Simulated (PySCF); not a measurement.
# Polarisability and C₆ of Zn (zinc, neutral)

[Ar] 3d10 4s2, closed-shell 1S. Calculation: PySCF 2.14, in aug-cc-pwCVTZ-DK; scalar relativity by spin-free X2C-1e. Coupled (time-dependent) response in atomic units; α is the mean over directions.

```
method  mean α (bohr³)  C₆ (like pair)  S(−4)
   UHF           50.77           399.5   1371
   PBE           37.91           269.2  742.9
  PBE0           40.49           293.9  852.7
```

S(−4) is the Cauchy moment in α(ω) = α(0) + S(−4) ω² + …

Reference α: 38.67 ± 0.3 bohr³ (recommended; Schwerdtfeger and Nagle, table of static dipole polarizabilities (2023 update)). Published C₆: 284.0 (Chu and Dalgarno (2004); Tang, Norbeck and Certain (1976)).

Hartree-Fock lies above the reference because it lacks correlation, which contracts the outer shell.

α(iu) at PBE:

| u (hartree) | α(iu) (bohr³) |
| --- | --- |
| 0 | 37.91 |
| 0.0500 | 36.15 |
| 0.100 | 31.82 |
| 0.200 | 22.03 |
| 0.300 | 15.11 |
| 0.500 | 8.230 |
| 0.750 | 4.886 |
| 1.00 | 3.402 |
| 1.50 | 2.082 |
| 2.00 | 1.469 |
| 3.00 | 0.8758 |
| 5.00 | 0.4305 |

A single London oscillator, α(iu) = α/(1 + u²/ω²), gives C₆ = (3/4) ω α². Matching the computed C₆ needs ω = 4 × 269.2 / (3 × 37.91²) = 0.250 hartree.
